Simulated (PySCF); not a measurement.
Compounds:

A. `C=C/C=C/C=C(F)F`
B. SMILES N(/C)=C\C1COC1
C. `C/C=C/NC(C)=O`

Spectrum 1. $^{1}$H NMR (500 MHz, computed): δ 7.16 (ddq, J = 14.7, 12.6, 2.1 Hz, 1H), 5.98 (br, 1H), 4.95 (dq, J = 14.7, 7.3 Hz, 1H), 1.88 (s, 3H), 1.86 (dd, J = 7.3, 2.1 Hz, 3H). $^{13}$C{$^{1}$H} NMR (computed): δ 166.0 (C), 130.9 (CH), 107.8 (CH), 24.3 (CH3), 18.7 (CH3).

Spectrum 2. $^{1}$H NMR (500 MHz, computed): δ 8.18 (d, 1H), 5.01 (m, 2H), 4.77 (m, 2H), 3.81 (m, 1H), 3.61 (s, 3H). $^{13}$C{$^{1}$H} NMR (computed): δ 168.0 (CH), 75.3 (CH2), 50.8 (CH3), 44.4 (CH).

Spectrum 3. $^{1}$H NMR (500 MHz, computed): δ 6.67 (m, 1H), 6.40 (m, 1H), 6.36 (m, 1H), 5.54 (dt, J = 17.6, 1.0 Hz, 1H), 5.45 (dt, J = 11.4, 1.1 Hz, 1H), 5.18 (m, 1H). $^{13}$C{$^{1}$H} NMR (computed): δ 171.6 (C, dd, J = 385.4, 380.8 Hz), 145.3 (CH), 140.3 (CH), 130.0 (CH, dd, J = 7.4, 2.8 Hz), 124.9 (CH2), 90.2 (CH, dd, J = 27.4, 15.6 Hz).

[PySCF 2.14: GFN2-xTB geometry; spin–spin couplings from B3LYP/pcJ-1 (spin–dipole term left out of most H,H and C,H couplings); GIAO PBE0/pcSseg-1 shieldings; gas phase; no relativistic terms; a single conformation; equivalent nuclei averaged]

Scale: $^{1}$H (σ = 31.72 ppm), $^{13}$C (σ = 186.93 ppm) against TMS (reference shieldings calculated alike). Multiplet labels drop J under 1 Hz and among equivalent protons, and merge close values. Unscaled 3J(H,H) run several per cent high. Where no couplings were computed, multiplicities follow the n + 1 count of equivalent neighbours, and m marks all less simple cases (inequivalent or close neighbours, rings, F or P nearby). Vicinal couplings that depend on rotamer populations or ring flexing (ring, CH–CH, X–H and H–F types) are those of the one conformer. One-bond C–F couplings are unscaled and too large by tens of Hz. Acid and N–H amide carbonyl carbons lie up to 10 ppm further downfield in solution (hydrogen bonding). Shifts are as computed. Against solution values, carbons near 30 ppm lie about +3 ppm off and those near 130 ppm about +5 ppm (rms about the fit 2.1 ppm; single classes can miss by 10 ppm). Of 1328 compounds with measured shifts, 309 miss one by over three times the rms of a fit or turn the order of signals round; such compounds aren't used in these exercises. Signals without a measured value on file couldn't be tested in this way; 1H shifts scatter by 0.2 ppm about their fit, and single ones miss by 0.5 ppm. OH and NH positions are gas-phase values without hydrogen bonding to other molecules.

Match each spectrum to its structure.

Results:

1–C, 2–B, 3–A.

- Spectrum 1 (C): 5 $^{13}$C signals; δC 166.0 is an amide carbonyl carbon; δC 130.9 is an alkene carbon bearing nitrogen.
- Spectrum 2 (B): 4 $^{13}$C signals; δC 75.3 is an sp3 CH2 bonded to O; δC 50.8 is a methyl carbon bonded to N.
- Spectrum 3 (A): 6 $^{13}$C signals; δC 145.3 is an alkene CH; δC 140.3 is an alkene CH.
